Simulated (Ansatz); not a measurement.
Species: CH$_{6}$NSi, net charge 0, doublet state. It need not be the lowest isomer of its formula. 
Coordinates optimised at B3LYP-D3(BJ)/def2-TZVP (Ansatz, a first-principles code):
```
N
H 1 1.0096
C 1 1.4542 2 113.37
H 3 1.0908 1 109.38 2 -175.21
H 3 1.0929 4 107.56 1 -120.24
H 3 1.0956 4 107.79 5 -116.47
Si 1 1.7278 2 117.78 3 158.53
H 7 1.4918 1 106.33 2 39.35
H 7 1.4931 8 110.56 1 -115.40
```
Charge 0, spin multiplicity 2.

Parts of the frozen-core correlation energy in cc-pV(T+d)Z (Ansatz, hartree). Frozen orbitals: 7; correlated occupied orbitals by spin: 10 and 9; virtual: 166 and 167. Open shells are spin-unrestricted. No spin-orbit coupling. Non-relativistic.

| term | value |
|---|---|
| reference (HF) | -384.76600 |
| MP2 opposite-spin | (withheld) |
| MP2 same-spin | (withheld) |
| CCSD correlation | -0.53773 |
| (T) | (withheld) |
| T1 diagnostic | 0.016 |
| largest doubles amplitude | 0.018 |
| <S^2> of the reference | 0.758 |

Fill in the missing entries.


- MP2 opposite-spin, value: -0.39239
- MP2 same-spin, value: -0.10682
- (T), value: -0.02013
